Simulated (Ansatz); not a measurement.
System: CH₅OSi, charge -1, multiplicity 1. It need not be the lowest isomer of its formula. Whether it binds its extra electron was not tested at this geometry. 
Coordinates optimised at B3LYP-D3(BJ)/def2-TZVP (Ansatz, a first-principles code):
SMILES: CO[SiH2-]
```xyz
8

Si     1.1535     0.2186     0.1087
O     -0.3216    -0.5397    -0.4588
C     -1.5585    -0.1145     0.0150
H      0.8258     0.2175     1.6362
H      0.7003     1.7074    -0.0284
H     -1.7426     0.9502    -0.2063
H     -1.6435    -0.2270     1.1089
H     -2.3657    -0.7036    -0.4514
```
Charge -1, spin multiplicity 1.

Total electronic energies in hartree. Correlated levels leave the core frozen unless marked. No spin-orbit coupling. Non-relativistic. Basis-set limits of correlation are two-point, X^-3; Hartree-Fock from the larger set.

```
level                                                program  energy (Eh)
--------------------------------------------  --------------  -----------
HF/cc-pV(D+d)Z                                        Ansatz   -404.55813
RI-HF/aug-cc-pV(T+d)Z                                 Ansatz   -404.62102
PBE/def2-TZVPD                                        Ansatz   -405.60901
PBE0/STO-3G                                           Ansatz   -400.53355
PBE0-D4/def2-TZVP                             Ansatz + dftd4   -405.64238
PBE0/def2-TZVPD                                       Ansatz   -405.64147
BHLYP-D4/def2-TZVPD                           Ansatz + dftd4   -405.83759
wB97M-V/def2-TZVPD                                    Ansatz   -405.82430
B2GP-PLYP/def2-TZVPD                                  Ansatz   -405.61873
RPA@PBE/cc-pV(T+d)Z                                   Ansatz   -405.51809
MP2/cc-pV(T+d)Z                                       Ansatz   -405.17034
SCS-MP2/6-31G                                         Ansatz   -404.71858
SCS-MP2/cc-pwCVTZ                                     Ansatz   -405.18511
CCSD(T)/6-31G                                         Ansatz   -404.75190
CCSD(T)/CBS(aug-cc-pV(T+d)Z,aug-cc-pV(Q+d)Z)          Ansatz    -405.3100
```

Totals of different functionals don't rank their quality; only differences between species are comparable.
